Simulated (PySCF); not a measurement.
# What a mistake does to a calculation on AlBFH2O cation

Calculated results; nothing here was measured. They come from PySCF 2.14.0, an open-source quantum chemistry program, on an isolated molecule that a program drew, which may never have been made. The molecule is AlBFH2O cation (charge +1, singlet), drawn as the SMILES string `[BH+][O][AlH][F]`.

Each row is a Hartree-Fock (HF) and frozen-core CCSD(T) single point in the cc-pV(D+d)Z basis, meant for a local HF minimum. Run 1 is clean. Each other run has one planted mistake out of seven kinds, and not every kind appears here: one electron removed, one electron added, multiplicity raised by two, geometry at a saddle point, minimal basis STO-3G, one bond length entered in bohr, all coordinates scaled. The reference is restricted for singlets and unrestricted otherwise, and also for a bond in bohr. Adding or removing an electron swaps singlet and doublet. Electrons count all cores. HOMO and LUMO are orbital energies over both spins, the gradient is its largest component, and the lowest frequency (negative if imaginary) is given only where the gradient is small. Bond lengths are over the 5 bonds as drawn. T1 is the CCSD diagnostic: over 0.02 (restricted) or 0.045 (unrestricted) a single reference is doubtful.

Geometry of the clean run:
```xyz
6
AlBFH2O cation, angstrom
B    -1.3758   -1.1926   -2.7098
O    -1.0035   -0.4213   -1.8450
Al   -0.2104    0.6072   -0.5515
F     1.2889    0.0117   -0.3746
H    -1.7425   -1.9294   -3.5410
H    -1.0702    1.7299    0.0453
```

```
run,electrons,basis functions,<S^2>,HOMO (eV),LUMO (eV),gradient (hartree/bohr),lowest frequency (cm^-1),mean bond (Å),longest bond (Å),T1,HF (hartree),CCSD(T) (hartree),mistake
1,36,75,0.000,-18.75,-3.35,2.4e-05,101,1.4755,1.833,0.0173,-441.98288,-442.50164,no fault
2,35,75,0.752,-27.54,-16.58,1.1e-01,-,1.4755,1.833,0.0277,-441.33823,-441.82942,one electron removed
3,37,75,0.766,-4.39,1.47,1.1e-01,-,1.4755,1.833,0.0500,-442.12086,-442.65949,one electron added
4,36,26,0.000,-16.23,1.04,2.9e-02,-,1.4755,1.833,0.0250,-436.41379,-436.59758,minimal basis STO-3G
5,36,75,0.000,-18.19,-6.02,3.0e-02,-,1.8017,3.464,0.0207,-441.89576,-442.42825,one bond length entered in bohr
6,36,75,2.001,-11.09,-8.73,7.4e-02,-,1.4755,1.833,0.0410,-441.72943,-442.22982,?
```

**Which mistake was planted in run 6, and what did it cost?**

Electrons, basis and geometry are unchanged, and <S^2> is 2.001, beside S(S+1) = 2.00 for a multiplicity of 3. So the mistake is: multiplicity raised by two. Subtracting run 1 and multiplying by 627.51 kcal/mol a hartree, the energy moved by 159.0 kcal/mol in HF and 170.6 kcal/mol in CCSD(T).

Cautions from the logs. Run 3: T1 is over the limit, so its CCSD(T) energy is less reliable; run 4: T1 is over the limit, so its CCSD(T) energy is less reliable.
